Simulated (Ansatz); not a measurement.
BrFH₃NSi₂. Total charge 0; spin multiplicity 1. The bonds changed during the relaxation, so this is another structure than the one it started from.

```
atom   x (Å)   y (Å)   z (Å)
  F1  -1.402  -1.906  -0.358
 Si2  -0.627  -1.345  -1.663
 Br3  -1.195   1.996   1.158
  N4   0.278  -0.083  -0.914
 Si5   0.349   0.454   0.733
  H6   0.827   0.467  -1.564
  H7   1.662   1.096   0.965
  H8   0.108  -0.679   1.643
```

(1) List the harmonic frequencies (cm⁻¹, unscaled) at PBE0-D4/def2-TZVP in Ansatz. (An estimate is asked.)

(2) Is this a minimum?

(3) Give the ideal-gas thermochemistry at 298.15 K and 1 bar (rigid rotor, harmonic oscillator; point group C1, symmetry number 1).

(4) And at 400, 500, 600, 800 and 1000 K?

(5) Rotational constants (cm⁻¹)?

## Answers

(1) The calculation gave: 24, 92, 151, 236, 373, 426, 554, 566, 671, 769, 832, 870, 929, 941, 1190, 2253, 2295, 3575.

(2) Yes, all 18 modes are real.

(3) Zero-point energy 100.2 kJ/mol; H(298) − E = 121.2 kJ/mol; entropy 372.6 J/(mol·K), of which translation 173.1, rotation 121.7, vibration 77.8; G(298) − E = 10.1 kJ/mol. Modes under 100 cm⁻¹ are hindered rotations or soft bends, so the harmonic entropy is rough.

(4) 
| T (K) | H − E (kJ/mol) | S (J/mol/K) | G − E (kJ/mol) |
| --- | --- | --- | --- |
| 400 | 132.6 | 405.2 | -29.5 |
| 500 | 145.1 | 433.1 | -71.5 |
| 600 | 158.5 | 457.6 | -116.0 |
| 800 | 187.5 | 499.2 | -211.9 |
| 1000 | 218.3 | 533.5 | -315.2 |

(5) 0.1461, 0.028, 0.02631.
